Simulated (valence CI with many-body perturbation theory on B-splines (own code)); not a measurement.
## Ag32+: calculated level list

Calculated by valence CI with perturbative core correlation (CI+MBPT): five valence electrons over a frozen Dirac-Fock core [Ne], radial functions for each j: 11 s, 11 p, 10 d, 8 f, 5 g, 2 h, with the one-electron correlation potential Σ1, the two-electron term Σ2, the three-electron term Σ3, Breit, model QED; selected CI, second order for the rest, scaled by the run's own slope (own B-spline code, finite nucleus).

No measured spectrum was set against this ion. As an estimate, large intervals hold to a few tenths of a per cent, small ones and those within an open d or f shell to about a per cent. Among the levels kept, up to 4200 cm⁻¹ of a level comes from second order outside the variational space, and about a tenth of that is noise between levels of different J, which matters for small intervals.

Levels 1 to 45 of 170, with energies above the lowest level, (3s^2 3p1/2^2 3p3/2) J=3/2. "Leading %" is the weight of the configuration and term that name the level; weights of strongly mixed levels are sums over their largest components and can fall short. In the jj column 3d3/2^4 stands for four electrons in 3d with j = 3/2. Lifetimes count E1, E2, E3, M1 and M2 decay at the calculated energies, and are blank where another channel may lead or the interval is too uncertain; long ones can be off by a factor of two.

```csv
No.,Configuration,Term,J,E (cm⁻¹),Leading %,Second component,g,Lifetime,Leading jj
1,3s²3p³,²P°,3/2,0,39,37 % 3s²3p³ ⁴S°,1.461,,3s^2 3p1/2^2 3p3/2 (96 %)
2,3s²3p³,²D°,3/2,280520,48,48 % 3s²3p³ ⁴S°,1.395,2.11 μs,3s^2 3p1/2 3p3/2^2 (96 %)
3,3s²3p³,²D°,5/2,334390,98,,1.196,10.9 μs,3s^2 3p1/2 3p3/2^2 (98 %)
4,3s²3p³,²P°,1/2,401500,98,,0.660,2.13 μs,3s^2 3p1/2 3p3/2^2 (98 %)
5,3s²3p³,²P°,3/2,686430,56,28 % 3s²3p³ ²D°,1.267,786 ns,3s^2 3p3/2^3 (96 %)
6,3s3p⁴,⁴P,5/2,951190,69,15 % 3s3p⁴ ²D,1.511,126 ps,3s 3p1/2^2 3p3/2^2 (81 %)
7,3s²3p²3d,⁴F,3/2,997790,29,18 % 3s²3p²3d ²D,0.908,398 ps,3s^2 3p1/2^2 3d3/2 (75 %)
8,3s3p⁴,⁴P,1/2,1099500,47,37 % 3s3p⁴ ²S,2.331,28.5 ps,3s 3p1/2^2 3p3/2^2 (75 %)
9,3s3p⁴,⁴P,3/2,1123700,34,22 % 3s²3p²3d ⁴F,1.135,19.4 ps,3s 3p1/2^2 3p3/2^2 (46 %)
10,3s²3p²3d,⁴F,5/2,1153000,33,26 % 3s²3p²3d ⁴D,1.180,28.3 ps,3s^2 3p1/2^2 3d5/2 (76 %)
11,3s3p⁴,⁴P,3/2,1267100,34,24 % 3s3p⁴ ²D,1.310,52.0 ps,3s 3p1/2 3p3/2^3 (57 %)
12,3s²3p²3d,²P,3/2,1290200,39,26 % 3s²3p²3d ⁴F,1.028,225 ps,3s^2 3p1/2 3p3/2 3d3/2 (78 %)
13,3s²3p²3d,²F,5/2,1290300,37,33 % 3s²3p²3d ⁴F,1.035,734 ps,3s^2 3p1/2 3p3/2 3d3/2 (84 %)
14,3s²3p²3d,⁴D,1/2,1297300,66,18 % 3s²3p²3d ²P,0.343,172 ps,3s^2 3p1/2 3p3/2 3d3/2 (90 %)
15,3s3p⁴,²D,5/2,1331000,37,25 % 3s²3p²3d ²F,1.153,130 ps,3s 3p1/2 3p3/2^3 (46 %)
16,3s²3p²3d,⁴F,7/2,1341400,43,29 % 3s²3p²3d ²G,1.109,3.26 ns,3s^2 3p1/2 3p3/2 3d3/2 (81 %)
17,3s²3p²3d,⁴D,7/2,1371400,48,28 % 3s²3p²3d ⁴F,1.304,16.7 ns,3s^2 3p1/2 3p3/2 3d5/2 (95 %)
18,3s²3p²3d,⁴F,9/2,1424000,53,46 % 3s²3p²3d ²G,1.226,,3s^2 3p1/2 3p3/2 3d5/2 (94 %)
19,3s3p⁴,²P,1/2,1433200,25,21 % 3s²3p²3d ⁴D,1.137,9.43 ps,3s 3p1/2 3p3/2^3 (38 %)
20,3s²3p²3d,⁴D,3/2,1445000,39,20 % 3s3p⁴ ²D,1.157,17.1 ps,3s^2 3p1/2 3p3/2 3d5/2 (41 %)
21,3s²3p²3d,⁴P,5/2,1449700,32,18 % 3s²3p²3d ⁴F,1.272,6.39 ps,3s^2 3p1/2 3p3/2 3d5/2 (55 %)
22,3s²3p²3d,⁴P,3/2,1498400,23,19 % 3s3p⁴ ²P,1.243,2.38 ps,3s^2 3p1/2 3p3/2 3d3/2 (63 %)
23,3s²3p²3d,⁴D,5/2,1515800,35,16 % 3s²3p²3d ⁴P,1.269,4.54 ps,3s^2 3p1/2 3p3/2 3d3/2 (40 %)
24,3s²3p²3d,²G,7/2,1523400,49,25 % 3s²3p²3d ²F,1.054,20.0 ps,3s^2 3p1/2 3p3/2 3d5/2 (68 %)
25,3s²3p²3d,⁴P,1/2,1526800,38,26 % 3s²3p²3d ²S,2.022,3.15 ps,3s^2 3p1/2 3p3/2 3d3/2 (69 %)
26,3s²3p²3d,²P,3/2,1572100,33,31 % 3s3p⁴ ²P,1.309,4.16 ps,3s^2 3p1/2 3p3/2 3d5/2 (55 %)
27,3s²3p²3d,²D,5/2,1592100,52,31 % 3s²3p²3d ²F,1.135,3.85 ps,3s^2 3p1/2 3p3/2 3d5/2 (64 %)
28,3s²3p²3d,²D,3/2,1593700,59,11 % 3s²3p²3d ⁴P,0.944,8.04 ps,3s^2 3p1/2 3p3/2 3d5/2 (47 %)
29,3s²3p²3d,²P,1/2,1636700,63,19 % 3s3p⁴ ²S,1.182,6.15 ps,3s^2 3p1/2 3p3/2 3d5/2 (38 %)
30,3s²3p²3d,²F,7/2,1716200,48,40 % 3s²3p²3d ⁴D,1.251,179 ps,3s^2 3p3/2^2 3d5/2 (96 %)
31,3s²3p²3d,²P,1/2,1716900,36,34 % 3s²3p²3d ²S,1.230,11.2 ps,3s^2 3p3/2^2 3d5/2 (44 %)
32,3s²3p²3d,²G,9/2,1739600,53,45 % 3s²3p²3d ⁴F,1.210,1.59 μs,3s^2 3p3/2^2 3d5/2 (94 %)
33,3s²3p²3d,⁴P,1/2,1776800,30,24 % 3s²3p²3d ²P,1.401,2.78 ps,3s^2 3p3/2^2 3d3/2 (70 %)
34,3s²3p²3d,²D,5/2,1784600,34,16 % 3s²3p²3d ²F,1.197,3.04 ps,3s^2 3p3/2^2 3d3/2 (66 %)
35,3s²3p²3d,²D,3/2,1786300,34,22 % 3s²3p²3d ⁴P,1.137,2.68 ps,3s^2 3p3/2^2 3d3/2 (74 %)
36,3s²3p²3d,²F,7/2,1817400,76,16 % 3s²3p²3d ²G,1.103,3.38 ps,3s^2 3p3/2^2 3d3/2 (79 %)
37,3s²3p²3d,²D,5/2,1874500,82,11 % 3s²3p²3d ⁴D,1.204,294 ps,3s^2 3p3/2^2 3d5/2 (95 %)
38,3s²3p²3d,²D,3/2,1880200,49,34 % 3s²3p²3d ²P,1.024,3.51 ps,3s^2 3p3/2^2 3d3/2 (61 %)
39,3s3p³3d,⁶D°,5/2,1949000,47,17 % 3s3p³3d ⁴F°,1.420,144 ps,3s 3p1/2^2 3p3/2 3d3/2 (76 %)
40,3s3p³3d,⁶D°,3/2,1953800,57,12 % 3s3p³3d ⁴P°,1.568,118 ps,3s 3p1/2^2 3p3/2 3d3/2 (77 %)
41,3s3p³3d,⁶D°,1/2,1953800,65,23 % 3s3p³3d ⁴P°,2.938,196 ps,3s 3p1/2^2 3p3/2 3d3/2 (75 %)
42,3s²3p²3d,²D,3/2,1959200,60,26 % 3s²3p²3d ²P,1.027,4.54 ps,3s^2 3p3/2^2 3d5/2 (70 %)
43,3s3p³3d,⁶D°,7/2,1964700,50,18 % 3s3p³3d ⁴D°,1.436,233 ps,3s 3p1/2^2 3p3/2 3d3/2 (54 %)
44,3s²3p²3d,²D,5/2,1982200,55,33 % 3s²3p²3d ²F,1.117,3.78 ps,3s^2 3p3/2^2 3d5/2 (80 %)
45,3s3p⁴,²P,1/2,1986200,24,22 % 3s3p⁴ ²S,1.658,2.68 ps,3s 3p3/2^4 (51 %)
```

The ionisation energy to 3s²3p² ³P0 of the next ion comes out as 1963.2 eV (NIST: 1979 ± 8 eV (semi-empirical)). All 170 levels together are meant to be complete up to 3203500 cm⁻¹.
